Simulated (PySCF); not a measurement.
Species: C5H9ClSi.
SMILES with atom numbers: `[Cl:1][CH2:2][C@H:3]1[CH:4]=[CH:5][CH2:6][SiH2:7]1` (hydrogens: H8, H9 on C2; H10 on C3; H11 on C4; H12 on C5; H13, H14 on C6; H15, H16 on Si7)

Geometry (PBE0-D3(BJ)/def2-SVP, Å), atoms numbered from 1 in this order:
```xyz
16
C5H9ClSi angstrom
Cl     2.673   -2.073    2.952
C      3.361   -1.449    1.415
C      2.280   -0.945    0.471
C      1.353   -2.040   -0.002
C      0.080   -2.051    0.418
C     -0.411   -0.961    1.334
Si     1.018    0.279    1.234
H      4.063   -0.649    1.688
H      3.933   -2.281    0.978
H      2.805   -0.487   -0.388
H      1.744   -2.836   -0.648
H     -0.601   -2.854    0.113
H     -0.561   -1.347    2.358
H     -1.377   -0.546    1.005
H      0.712    1.365    0.252
H      1.452    0.909    2.515
```

The closed-shell ground state was solved at several levels (PySCF, density fitting, gas phase, non-relativistic).

```
              level  basis functions  HOMO (eV)  LUMO (eV)  gap (eV)  dipole (D)
CAM-B3LYP/def2-SVPD              223      -8.59       0.93      9.52        1.56
      PBE0/pcSseg-1              178      -7.28       0.08      7.36        1.56
```

(1) What might wB97X-D/pcSseg-1 (178 basis functions) give for the same quantities?

(2) Over all these levels, which gives the widest orbital gap and which the narrowest?

(3) How far do the dipole and the HOMO energy spread over the levels?

Results:

(1) HOMO -9.12 eV, LUMO 1.88 eV, gap 11.00 eV, dipole 1.61 D.

(2) wB97X-D/pcSseg-1 (range-separated hybrid) has the widest, 11.00 eV, and PBE0/pcSseg-1 (global hybrid, 25 % exact exchange) the narrowest, 7.36 eV. The two share the basis. From the narrowest to the widest the HOMO moves by -1.84 eV and the LUMO by +1.80 eV.

(3) The dipole runs from 1.56 to 1.61 D (mean 1.58 D) and the HOMO from -9.12 to -7.28 eV.

One conformer stands for the species.
